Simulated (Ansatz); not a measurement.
Input file for `C1[O][GeH2][S]1`:

```yaml
crystal:
  periodic: [false, false, false]
  atoms:
    - {symbol: C, position_ang: [-0.355254, 1.135662, -0.212030]}
    - {symbol: O, position_ang: [0.145161, 0.473254, 0.928724]}
    - {symbol: Ge, position_ang: [0.390931, -1.166069, 0.227397]}
    - {symbol: S, position_ang: [-0.391402, -0.140413, -1.566425]}
    - {symbol: H, position_ang: [0.299342, 1.958827, -0.509335]}
    - {symbol: H, position_ang: [-1.368388, 1.507643, -0.039746]}
    - {symbol: H, position_ang: [1.869802, -1.592874, 0.224436]}
    - {symbol: H, position_ang: [-0.498092, -2.233030, 0.891079]}
basis:
  gaussian: {orbitals: def2-TZVPP}
correlation: {method: ccsd_t}
```

```sh
$ ansatz run in.yaml --threads 4 --pin off --events-out ev --progress --plain --max-ram 10444MiB
```

Output of Ansatz, abridged:

```
Functional definition: HF
1266 factors; integrals over basis functions are off by at most 1.1e-3 eV
mean field evaluation 1: about -70420.6625 eV, gradient 3.5e1 eV
mean field evaluation 2: about -70420.9287 eV, gradient 3.5e1 eV
mean field evaluation 4: about -70423.6960 eV, gradient 3.7e0 eV
mean field evaluation 8: about -70423.7490 eV, gradient 2.7e-1 eV
mean field -70423.74952214 eV, -2588.0250600066 hartree, gradient 5.7e-6 eV, S^2 0.000000; 0 other end points of the search recorded, 0 dependent functions left out
16 core orbitals not correlated: weight in the atoms' cores, before any rotation towards them, 1.000 or more for the frozen orbitals, at most 0.000 for the correlated occupied ones
reference -70423.74952214 eV, -2588.0250600066 hartree; 17, 17 occupied and 175, 175 virtual orbitals, 1266 factors
second order -22.51204908 eV of doubles, -0.00000000 eV of singles
cycle   1  -22.46467140 eV  change    4.7e-2 eV  update   1.1e-1
cycle   2  -23.12406241 eV  change   -6.6e-1 eV  update   3.3e-2
cycle   3  -23.24752263 eV  change   -1.2e-1 eV  update   1.6e-2
cycle   4  -23.23438718 eV  change    1.3e-2 eV  update   3.8e-3
cycle   5  -23.23326415 eV  change    1.1e-3 eV  update   1.7e-3
cycle   6  -23.23412104 eV  change   -8.6e-4 eV  update   5.8e-4
cycle   7  -23.23382087 eV  change    3.0e-4 eV  update   2.6e-4
cycle   8  -23.23382516 eV  change   -4.3e-6 eV  update   8.6e-5
cycle   9  -23.23386432 eV  change   -3.9e-5 eV  update   3.5e-5
perturbative correction -1.00375421 eV, -0.0368872868 hartree
Total energy: -70447.98714066 eV, -2588.9157760585 hartree
```

Run time 59 s (4 threads of an Arm Neoverse V2 on a shared host); peak host memory 2.8 GiB.

Correlation energy per correlated electron: -0.713 eV. T1 diagnostic: 0.0120.
